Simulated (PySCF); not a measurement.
Species: C6H9F.
Atom-mapped SMILES: `[CH3:1][C@@H:2]1[CH2:3][CH:4]=[CH:5][C@@H:6]1[F:7]`

NICS is the negative of the GIAO shielding at a point without a nucleus: at the ring centre (0) and 1 Å above and below it (1); zz is the component along the ring normal. Level: GIAO B97-2/pcSseg-1 (PySCF, non-relativistic, gas phase) on the PBE0-D3(BJ)/def2-SVP geometry, one conformer.

Ring bond lengths (Å): C2–C3 1.544, C3–C4 1.502, C4–C5 1.335, C5–C6 1.499, C6–C2 1.544.

Question: Give the NICS values of each ring in ppm.

Answer: 
| ring | type | NICS(0) | NICS(1), two faces | NICS(1)zz, two faces | rms pucker (Å) | centre to ring atoms, mean (Å) |
| --- | --- | --- | --- | --- | --- | --- |
| C2–C3–C4–C5–C6 | 5-membered carbocycle; formal bonds 1 double, 4 single | -3.4 | -3.8 / -3.9 | -4.3 / -2.9 | 0.12 | 1.25 |

Question: What can be read from them?

Answer: 
- C2–C3–C4–C5–C6: mean NICS(1)zz -3.6 ppm, shielded. C2, C3, C6 have four or more neighbours, so the value isn't read as a sign of a π ring current.

Question: How do the values depend on the level or the medium?

Answer: 
```json
{"level": "B97-2/pcSseg-1, gas", "NICS(0), C2–C3–C4–C5–C6": "-3.4", "mean NICS(1)zz, C2–C3–C4–C5–C6": "-3.6"}
{"level": "PBE0/pcSseg-1, gas", "NICS(0), C2–C3–C4–C5–C6": "-3.4", "mean NICS(1)zz, C2–C3–C4–C5–C6": "-3.7"}
{"level": "PBE0/pcSseg-1, IEF-PCM chloroform", "NICS(0), C2–C3–C4–C5–C6": "-3.4", "mean NICS(1)zz, C2–C3–C4–C5–C6": "-3.7"}
{"level": "PBE0/pcSseg-1, IEF-PCM methanol", "NICS(0), C2–C3–C4–C5–C6": "-3.3", "mean NICS(1)zz, C2–C3–C4–C5–C6": "-3.7"}
```

The geometry is the same throughout; the continuum's cavity takes Bondi-type radii × 1.2.
